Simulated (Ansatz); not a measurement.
# Molecular dynamics of CH8Ge

input.yaml

```yaml
crystal:
  periodic: [false, false, false]
  atoms:
    - { symbol: Ge, position_ang: [0.094626, -0.26517, -0.00232] }
    - { symbol: C, position_ang: [0.012543, -0.043254, 2.279538] }
    - { symbol: H, position_ang: [-1.075131, 0.057596, 2.384105] }
    - { symbol: H, position_ang: [0.388394, -0.688631, 3.094592] }
    - { symbol: H, position_ang: [0.510538, 0.932255, 2.344725] }
    - { symbol: H, position_ang: [1.440304, 0.038599, -0.673217] }
    - { symbol: H, position_ang: [-0.653906, 1.123305, 0.046262] }
    - { symbol: H, position_ang: [-0.904388, -1.213941, -0.683789] }
    - { symbol: H, position_ang: [0.899753, -1.790674, 0.68388] }
    - { symbol: H, position_ang: [0.526768, -1.054381, 1.474524] }
basis:
  gaussian: { orbitals: def2-SVP }
hamiltonian:
  xc: r2scanh
md:
  timestep: 0.5
  n_steps: 200
  ensemble: nve
  temperature: 300.0
  initial_velocities: maxwell_boltzmann
  seed: 4721
```

Launched with:

```bash
$ ansatz run input.yaml --threads 2 --pin off --max-ram 3072MiB --backend cpu --events-out ev --progress --plain --runs-dir out
```

It starts at the highest image of a converged band. Of that band: Neighbouring images differ by up to 2.9 eV, so the band resolves the path poorly. A vibrational analysis at the climbing image gives one clearly imaginary mode, 1856i cm⁻¹: a first-order saddle point.

Output, in part (one step line in 3, the closing report, with atoms numbered from 0):

```
md step     0: t =     0.00 fs  T =   300.0 K  F+E_penalty+E_count = -57672.32998918 eV  E_kin = 0.310224 eV  conserved = -57672.01976518 eV  (24 SCF iters)
md step     3: t =     1.50 fs  T =   264.1 K  F+E_penalty+E_count = -57672.29234199 eV  E_kin = 0.273057 eV  conserved = -57672.01928480 eV  (24 SCF iters)
md step     6: t =     3.00 fs  T =   217.5 K  F+E_penalty+E_count = -57672.24333248 eV  E_kin = 0.224889 eV  conserved = -57672.01844338 eV  (25 SCF iters)
md step     9: t =     4.50 fs  T =   263.3 K  F+E_penalty+E_count = -57672.29053541 eV  E_kin = 0.272244 eV  conserved = -57672.01829120 eV  (24 SCF iters)
md step    12: t =     6.00 fs  T =   436.6 K  F+E_penalty+E_count = -57672.46972886 eV  E_kin = 0.451531 eV  conserved = -57672.01819792 eV  (24 SCF iters)
md step    15: t =     7.50 fs  T =   741.7 K  F+E_penalty+E_count = -57672.78745918 eV  E_kin = 0.766976 eV  conserved = -57672.02048304 eV  (23 SCF iters)
md step    18: t =     9.00 fs  T =   970.4 K  F+E_penalty+E_count = -57673.02418463 eV  E_kin = 1.003469 eV  conserved = -57672.02071526 eV  (23 SCF iters)
md step    21: t =    10.50 fs  T =  1393.3 K  F+E_penalty+E_count = -57673.46160903 eV  E_kin = 1.440813 eV  conserved = -57672.02079557 eV  (25 SCF iters)
md step    24: t =    12.00 fs  T =  1920.7 K  F+E_penalty+E_count = -57674.00940190 eV  E_kin = 1.986109 eV  conserved = -57672.02329269 eV  (24 SCF iters)
md step    27: t =    13.50 fs  T =  2153.4 K  F+E_penalty+E_count = -57674.24497420 eV  E_kin = 2.226754 eV  conserved = -57672.01822034 eV  (24 SCF iters)
md step    30: t =    15.00 fs  T =  2589.1 K  F+E_penalty+E_count = -57674.69833882 eV  E_kin = 2.677314 eV  conserved = -57672.02102516 eV  (23 SCF iters)
md step    33: t =    16.50 fs  T =  2874.1 K  F+E_penalty+E_count = -57674.99826205 eV  E_kin = 2.972029 eV  conserved = -57672.02623262 eV  (23 SCF iters)
md step    36: t =    18.00 fs  T =  2894.6 K  F+E_penalty+E_count = -57675.01020346 eV  E_kin = 2.993223 eV  conserved = -57672.01698049 eV  (23 SCF iters)
md step    39: t =    19.50 fs  T =  3202.4 K  F+E_penalty+E_count = -57675.33619075 eV  E_kin = 3.311553 eV  conserved = -57672.02463790 eV  (23 SCF iters)
md step    42: t =    21.00 fs  T =  3129.4 K  F+E_penalty+E_count = -57675.25466596 eV  E_kin = 3.236058 eV  conserved = -57672.01860839 eV  (24 SCF iters)
md step    45: t =    22.50 fs  T =  3203.7 K  F+E_penalty+E_count = -57675.33325427 eV  E_kin = 3.312859 eV  conserved = -57672.02039506 eV  (23 SCF iters)
md step    48: t =    24.00 fs  T =  3194.8 K  F+E_penalty+E_count = -57675.32998758 eV  E_kin = 3.303702 eV  conserved = -57672.02628575 eV  (22 SCF iters)
md step    51: t =    25.50 fs  T =  2886.1 K  F+E_penalty+E_count = -57675.00005718 eV  E_kin = 2.984437 eV  conserved = -57672.01562057 eV  (23 SCF iters)
md step    54: t =    27.00 fs  T =  2914.0 K  F+E_penalty+E_count = -57675.03838208 eV  E_kin = 3.013324 eV  conserved = -57672.02505787 eV  (22 SCF iters)
md step    57: t =    28.50 fs  T =  2585.6 K  F+E_penalty+E_count = -57674.69144296 eV  E_kin = 2.673737 eV  conserved = -57672.01770596 eV  (23 SCF iters)
md step    60: t =    30.00 fs  T =  2513.1 K  F+E_penalty+E_count = -57674.61778420 eV  E_kin = 2.598794 eV  conserved = -57672.01899049 eV  (23 SCF iters)
md step    63: t =    31.50 fs  T =  2537.9 K  F+E_penalty+E_count = -57674.65062585 eV  E_kin = 2.624347 eV  conserved = -57672.02627900 eV  (21 SCF iters)
md step    66: t =    33.00 fs  T =  2254.6 K  F+E_penalty+E_count = -57674.34539151 eV  E_kin = 2.331410 eV  conserved = -57672.01398155 eV  (23 SCF iters)
md step    69: t =    34.50 fs  T =  2434.5 K  F+E_penalty+E_count = -57674.54240652 eV  E_kin = 2.517425 eV  conserved = -57672.02498113 eV  (22 SCF iters)
md step    72: t =    36.00 fs  T =  2343.2 K  F+E_penalty+E_count = -57674.44138143 eV  E_kin = 2.423062 eV  conserved = -57672.01831985 eV  (23 SCF iters)
md step    75: t =    37.50 fs  T =  2441.3 K  F+E_penalty+E_count = -57674.54348804 eV  E_kin = 2.524532 eV  conserved = -57672.01895641 eV  (23 SCF iters)
md step    78: t =    39.00 fs  T =  2647.3 K  F+E_penalty+E_count = -57674.76354688 eV  E_kin = 2.737498 eV  conserved = -57672.02604861 eV  (23 SCF iters)
md step    81: t =    40.50 fs  T =  2504.7 K  F+E_penalty+E_count = -57674.60416584 eV  E_kin = 2.590069 eV  conserved = -57672.01409671 eV  (23 SCF iters)
md step    84: t =    42.00 fs  T =  2780.4 K  F+E_penalty+E_count = -57674.90134814 eV  E_kin = 2.875133 eV  conserved = -57672.02621537 eV  (24 SCF iters)
md step    87: t =    43.50 fs  T =  2707.3 K  F+E_penalty+E_count = -57674.81825133 eV  E_kin = 2.799596 eV  conserved = -57672.01865519 eV  (23 SCF iters)
md step    90: t =    45.00 fs  T =  2768.3 K  F+E_penalty+E_count = -57674.88083828 eV  E_kin = 2.862663 eV  conserved = -57672.01817507 eV  (24 SCF iters)
md step    93: t =    46.50 fs  T =  3016.7 K  F+E_penalty+E_count = -57675.14559639 eV  E_kin = 3.119502 eV  conserved = -57672.02609391 eV  (23 SCF iters)
md step    96: t =    48.00 fs  T =  2836.2 K  F+E_penalty+E_count = -57674.94790744 eV  E_kin = 2.932890 eV  conserved = -57672.01501705 eV  (25 SCF iters)
md step    99: t =    49.50 fs  T =  3000.7 K  F+E_penalty+E_count = -57675.12877567 eV  E_kin = 3.102997 eV  conserved = -57672.02577875 eV  (23 SCF iters)
md step   102: t =    51.00 fs  T =  2906.8 K  F+E_penalty+E_count = -57675.02481827 eV  E_kin = 3.005827 eV  conserved = -57672.01899100 eV  (24 SCF iters)
md step   105: t =    52.50 fs  T =  2898.2 K  F+E_penalty+E_count = -57675.01548269 eV  E_kin = 2.996982 eV  conserved = -57672.01850054 eV  (24 SCF iters)
md step   108: t =    54.00 fs  T =  3049.6 K  F+E_penalty+E_count = -57675.17889898 eV  E_kin = 3.153485 eV  conserved = -57672.02541416 eV  (23 SCF iters)
md step   111: t =    55.50 fs  T =  2774.9 K  F+E_penalty+E_count = -57674.88520905 eV  E_kin = 2.869419 eV  conserved = -57672.01578991 eV  (24 SCF iters)
md step   114: t =    57.00 fs  T =  2839.6 K  F+E_penalty+E_count = -57674.96214025 eV  E_kin = 2.936366 eV  conserved = -57672.02577375 eV  (23 SCF iters)
md step   117: t =    58.50 fs  T =  2682.1 K  F+E_penalty+E_count = -57674.79317294 eV  E_kin = 2.773527 eV  conserved = -57672.01964629 eV  (24 SCF iters)
md step   120: t =    60.00 fs  T =  2541.2 K  F+E_penalty+E_count = -57674.64538789 eV  E_kin = 2.627840 eV  conserved = -57672.01754793 eV  (24 SCF iters)
md step   123: t =    61.50 fs  T =  2672.0 K  F+E_penalty+E_count = -57674.78752723 eV  E_kin = 2.763101 eV  conserved = -57672.02442651 eV  (23 SCF iters)
md step   126: t =    63.00 fs  T =  2426.4 K  F+E_penalty+E_count = -57674.52710756 eV  E_kin = 2.509047 eV  conserved = -57672.01806033 eV  (23 SCF iters)
md step   129: t =    64.50 fs  T =  2394.5 K  F+E_penalty+E_count = -57674.50107738 eV  E_kin = 2.476122 eV  conserved = -57672.02495526 eV  (24 SCF iters)
md step   132: t =    66.00 fs  T =  2236.4 K  F+E_penalty+E_count = -57674.33215737 eV  E_kin = 2.312622 eV  conserved = -57672.01953547 eV  (23 SCF iters)
md step   135: t =    67.50 fs  T =  2117.0 K  F+E_penalty+E_count = -57674.20625328 eV  E_kin = 2.189115 eV  conserved = -57672.01713842 eV  (24 SCF iters)
md step   138: t =    69.00 fs  T =  2335.2 K  F+E_penalty+E_count = -57674.43815197 eV  E_kin = 2.414770 eV  conserved = -57672.02338222 eV  (24 SCF iters)
md step   141: t =    70.50 fs  T =  2253.0 K  F+E_penalty+E_count = -57674.34913657 eV  E_kin = 2.329740 eV  conserved = -57672.01939619 eV  (24 SCF iters)
md step   144: t =    72.00 fs  T =  2366.7 K  F+E_penalty+E_count = -57674.47108690 eV  E_kin = 2.447355 eV  conserved = -57672.02373194 eV  (24 SCF iters)
md step   147: t =    73.50 fs  T =  2446.1 K  F+E_penalty+E_count = -57674.55033934 eV  E_kin = 2.529437 eV  conserved = -57672.02090236 eV  (24 SCF iters)
md step   150: t =    75.00 fs  T =  2420.9 K  F+E_penalty+E_count = -57674.52037757 eV  E_kin = 2.503353 eV  conserved = -57672.01702426 eV  (24 SCF iters)
md step   153: t =    76.50 fs  T =  2736.7 K  F+E_penalty+E_count = -57674.85228503 eV  E_kin = 2.829956 eV  conserved = -57672.02232905 eV  (24 SCF iters)
md step   156: t =    78.00 fs  T =  2815.4 K  F+E_penalty+E_count = -57674.93339708 eV  E_kin = 2.911323 eV  conserved = -57672.02207372 eV  (23 SCF iters)
md step   159: t =    79.50 fs  T =  2908.0 K  F+E_penalty+E_count = -57675.02997904 eV  E_kin = 3.007087 eV  conserved = -57672.02289158 eV  (24 SCF iters)
md step   162: t =    81.00 fs  T =  2977.8 K  F+E_penalty+E_count = -57675.10113744 eV  E_kin = 3.079331 eV  conserved = -57672.02180676 eV  (23 SCF iters)
md step   165: t =    82.50 fs  T =  2860.4 K  F+E_penalty+E_count = -57674.97514697 eV  E_kin = 2.957897 eV  conserved = -57672.01724955 eV  (24 SCF iters)
md step   168: t =    84.00 fs  T =  3061.4 K  F+E_penalty+E_count = -57675.18790068 eV  E_kin = 3.165781 eV  conserved = -57672.02211936 eV  (24 SCF iters)
md step   171: t =    85.50 fs  T =  3031.5 K  F+E_penalty+E_count = -57675.15868072 eV  E_kin = 3.134813 eV  conserved = -57672.02386737 eV  (23 SCF iters)
md step   174: t =    87.00 fs  T =  2919.6 K  F+E_penalty+E_count = -57675.03975533 eV  E_kin = 3.019127 eV  conserved = -57672.02062836 eV  (23 SCF iters)
md step   177: t =    88.50 fs  T =  2934.9 K  F+E_penalty+E_count = -57675.05767384 eV  E_kin = 3.034951 eV  conserved = -57672.02272291 eV  (22 SCF iters)
md step   180: t =    90.00 fs  T =  2710.5 K  F+E_penalty+E_count = -57674.82016090 eV  E_kin = 2.802904 eV  conserved = -57672.01725662 eV  (24 SCF iters)
md step   183: t =    91.50 fs  T =  2814.5 K  F+E_penalty+E_count = -57674.93127228 eV  E_kin = 2.910420 eV  conserved = -57672.02085185 eV  (22 SCF iters)
md step   186: t =    93.00 fs  T =  2817.9 K  F+E_penalty+E_count = -57674.93903963 eV  E_kin = 2.913886 eV  conserved = -57672.02515383 eV  (22 SCF iters)
md step   189: t =    94.50 fs  T =  2661.3 K  F+E_penalty+E_count = -57674.77106894 eV  E_kin = 2.752021 eV  conserved = -57672.01904779 eV  (23 SCF iters)
md step   192: t =    96.00 fs  T =  2686.4 K  F+E_penalty+E_count = -57674.80174476 eV  E_kin = 2.777971 eV  conserved = -57672.02377335 eV  (22 SCF iters)
md step   195: t =    97.50 fs  T =  2407.1 K  F+E_penalty+E_count = -57674.50633283 eV  E_kin = 2.489143 eV  conserved = -57672.01718967 eV  (23 SCF iters)
md step   198: t =    99.00 fs  T =  2466.8 K  F+E_penalty+E_count = -57674.57075723 eV  E_kin = 2.550825 eV  conserved = -57672.01993181 eV  (23 SCF iters)
md step   200: t =   100.00 fs  T =  2568.1 K  F+E_penalty+E_count = -57674.68122194 eV  E_kin = 2.655655 eV  conserved = -57672.02556720 eV  (24 SCF iters)
Total energy: -57674.68123480 eV, -2119.5054420759 hartree
Atom 0 at    -0.010648    -0.044613     0.089917 Å, force     1.152376    -1.805559    -3.051679 eV/Å
Atom 1 at    -0.264227     0.514652     1.801047 Å, force     0.329783     0.343065     0.916322 eV/Å
Atom 2 at    -1.324742     0.434185     1.997256 Å, force    -0.305999     0.660850     0.702023 eV/Å
Atom 3 at     0.242940    -0.374122     2.153164 Å, force     0.116587    -0.176910     1.302272 eV/Å
Atom 4 at     0.335925     1.401642     2.005625 Å, force    -0.528468     0.272507     0.593784 eV/Å
Atom 5 at     1.370384    -0.781109     0.038809 Å, force     0.286073     0.975823    -0.260204 eV/Å
Atom 6 at    -0.344086     0.790875    -1.152633 Å, force     0.052181     0.003163     0.093452 eV/Å
Atom 7 at    -0.604633    -1.436992     0.056246 Å, force    -1.102559    -0.272952    -0.295981 eV/Å
Atom 8 at     5.968321   -12.775730     1.056179 Å, force     0.022346     0.021128     0.028582 eV/Å
Atom 9 at     6.371483   -12.394382     1.571994 Å, force    -0.022320    -0.021115    -0.028570 eV/Å
Dipole moment:    -0.069004     0.173418     0.160223 e Å
```

All steps were run. The conserved energy stayed within 0.72 meV per atom of its start (net change -0.58 meV per atom), so the integration is sound. The kinetic energy rose, since the run started high on the potential surface and went downhill. It ends in pieces (CH6Ge + H2), so much of that is their flight and rotation, not heat. A run of 0.1 ps of so small a system gives no equilibrium averages. The orbitals stay closed-shell, which can raise the energy where a bond breaks towards radicals; this wasn't checked here.

Between its relaxed ends the band would form Ge1–H9, C2–H10 and break Ge1–C2, H9–H10. These pairs go: Ge1–H9 1.86 → 14.10 Å, C2–H10 1.39 → 14.52 Å, Ge1–C2 2.29 → 1.82 Å, H9–H10 1.14 → 0.76 Å. In the last frame they stand as before the step (other bonds may differ from the relaxed reactants and products). Also parted: Ge1–H10 1.73 → 13.98 Å. It ends as CH6Ge + H2. Pairs count as bonded within 1.25 times the sum of covalent radii (0.12 Å more for H–H).

Last frame:

```xyz
10
Properties=species:S:1:pos:R:3
Ge -0.011 -0.045 0.090
C -0.264 0.515 1.801
H -1.325 0.434 1.997
H 0.243 -0.374 2.153
H 0.336 1.402 2.006
H 1.370 -0.781 0.039
H -0.344 0.791 -1.153
H -0.605 -1.437 0.056
H 5.968 -12.776 1.056
H 6.372 -12.394 1.572
```

Run time: 6.9 min on 2 threads of Arm Neoverse V1, on a shared host, peak memory 0.17 GiB.
